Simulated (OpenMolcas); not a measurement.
**Si+: effect of correlating more closed shells**

- Program: OpenMolcas
- Basis: ANO-RCC-VQZP [6s5p3d2f1g]
- Scalar Hamiltonian: DKH2, point nucleus
- Active space: 1 electron in 9 orbitals (RAS2 3p; RAS3 3d 4s, at most 1 electron)
- State averaging: 2S+1 = 2 odd, 3 roots; 2S+1 = 2 even, 6 roots
- Spin-orbit coupling: state interaction with AMFI integrals over the reference wave functions, term energies averaged over their components

Methods on the same reference wave functions:
A. RASSCF
B. SS-RASPT2, IPEA 0.25 Eh, imaginary shift 0.1 Eh (closed shells correlated: 3s)
C. SS-RASPT2, IPEA 0.25 Eh, imaginary shift 0.1 Eh (closed shells correlated: 2s 2p 3s)

Energies in cm-1 above 3s2 3p 2P* 1/2, the measured ground level; measured values from NIST Handbook of Basic Atomic Spectroscopic Data.

```csv
Level,A,B,C,Measured
3s2 3p 2P* 1/2,0.0,0.0,0.0,0.0
3s2 3p 2P* 3/2,252,252,252,287
3s2 4s 2S 1/2,64695,65840,65830,65500
3s2 3d 2D 3/2,73292,71250,71150,79338
3s2 3d 2D 5/2,73294,71260,71150,79355
```

Deviations, from unrounded energies. A percentage is the sum of absolute deviations over the sum of measured energies, with the sign that they share, or ± where signs differ.

```tsv
Against measurement	Levels	A	B	C
mean absolute deviation (cm-1)	4	3200	4100	4200
fine structure of the ground term (%)	1	-12.2	-12.2	-12.2
other configurations (%)	3	-5.8	±7.4	±7.5
```

A lies closest to measurement on these levels and C furthest from it. The largest miss of A in the table is 3s2 3d 2D 5/2, by -6100 cm-1. The ranking rests on the paired levels alone, and a cruder setting can come out closer through cancelling errors.

Between B and C the level of the table that moves most is 3s2 3d 2D 3/2, by 100 cm-1 (lowest in C, highest in B). Moves below CASPT2's spread within the term are not significant.

The mean deviations of B to C differ by less than CASPT2's widest spread within a term (390 cm-1), so their order carries little weight.

The lowest spin-free term lies below A's lowest term by 0.048 hartree in B, 0.103 hartree in C.

What an inner shell adds also hangs on whether the basis holds functions to correlate it.

Term energies are means over components that CASPT2 splits; among the terms shown or strongly mixed into the levels shown the widest spread is 390 cm-1 (3s2 3d 2D, C). ANO sets are built for valence states and can reach diffuse excited orbitals poorly, and with the s shell closed the s pⁿ⁺¹ terms that mix with these levels are absent. With one active electron the reference holds no correlation, so core polarisation is missing (holds for A). With one active electron, CASPT2 adds the correlation within the correlated inactive shells and between them and that electron, and leaves the splitting within a term as the reference gives it (holds for B; C). Measured partners are found by configuration, term and J. A level has none where our copy of the source lacks it or the pairing is in doubt (some pairs that miss far off the trend of their configuration count as doubtful), and it then counts in no deviation. Only configurations of the active space appear.

* marks odd parity.
